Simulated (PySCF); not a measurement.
CH2O3, SMILES OC(=O)O.

Coordinates come from a B3LYP-D3(BJ)/def2-SVP optimisation. One conformer was computed; it need not be the lowest.

Two levels are set side by side: TDA-PBE/def2-SVPD (PySCF) and ADC(2)/aug-cc-pVDZ (PySCF). Vertical, same geometry; the bases differ. Differences are taken from unrounded values.

```json
[
 {"quantity": "lowest singlet excitation (eV)", "ADC(2)": "6.94", "TDA-PBE": "6.45", "TDA-PBE minus ADC(2)": "-0.49"}
]
```

A lower first singlet is the usual sign of a functional without exact exchange. Differences between two approximate levels are no errors against the true value.

Rough cost on one machine, each run with all the roots and properties that it gave: ADC(2) against TDA-PBE about 10 times.
